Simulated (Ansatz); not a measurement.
Relaxation of H₅NOSSiSn (10 atoms, charge 0, multiplicity 1), to a largest force component of 0.02 eV/Å in at most 50 steps.

Computed with RKS B3LYP-D4/def2-SVP (Ansatz).

```xyz
10
Properties=species:S:1:pos:R:3
N -1.486 -0.361 -1.314
Sn -0.623 -0.976 0.398
O 1.337 -0.915 0.116
Si 1.369 0.461 1.134
S 1.555 2.241 -0.026
H -1.526 0.743 -1.292
H -2.508 -0.608 -1.260
H 1.634 -1.773 -0.279
H 2.007 0.251 2.450
H 0.913 1.699 -1.109
```

Q: Where does it end, and by what steps?

A: The forces met the threshold. After 26 steps the energy has fallen by 2.962 eV; H8 moved furthest, 1.89 Å. Parted: Sn2–O3 (1.98 → 3.56 Å).

| step | energy less start (eV) | largest force component (eV/Å) | accepted |
| --- | --- | --- | --- |
| 0 | 0.0000 | 5.076 | yes |
| 1 | -1.5656 | 2.022 | yes |
| 2 | -2.1409 | 0.860 | yes |
| 3 | -2.3216 | 1.630 | yes |
| 4 | -2.4634 | 1.372 | yes |
| 5 | -2.5735 | 1.015 | yes |
| 6 | -2.6868 | 0.857 | yes |
| 7 | -2.7509 | 0.460 | yes |
| 8 | -2.8004 | 0.708 | yes |
| 9 | -2.8390 | 0.704 | yes |
| 10 | -2.8752 | 0.875 | yes |
| 11 | -2.9080 | 0.440 | yes |
| 12 | -2.9062 | 0.942 | no |
| 13 | -2.9312 | 0.141 | yes |
| 14 | -2.9381 | 0.306 | yes |
| 15 | -2.9446 | 0.230 | yes |
| 16 | -2.9475 | 0.563 | yes |
| 17 | -2.9522 | 0.293 | yes |
| 18 | -2.9584 | 0.119 | yes |
| 19 | -2.9605 | 0.084 | yes |
| 20 | -2.9598 | 0.086 | no |
| 21 | -2.9617 | 0.034 | yes |
| 22 | -2.9618 | 0.068 | yes |
| 23 | -2.9620 | 0.031 | yes |
| 24 | -2.9620 | 0.026 | yes |
| 25 | -2.9621 | 0.022 | yes |
| 26 | -2.9622 | 0.008 | yes |

```xyz
10
Properties=species:S:1:pos:R:3
N -1.930 0.230 -0.712
Sn -1.269 -1.462 0.216
O 2.286 -1.302 0.345
Si 1.069 -0.190 0.670
S 1.286 1.624 -0.548
H -1.386 1.091 -0.787
H -2.855 0.331 -1.124
H 3.195 -0.992 0.452
H 1.263 0.416 2.034
H 1.014 1.017 -1.728
```

Whether the end is a true minimum wasn't checked by a vibrational analysis.

Time of the run: 3.6 min on 2 threads of Arm Neoverse N1 (shared host), peak memory 0.31 GiB.
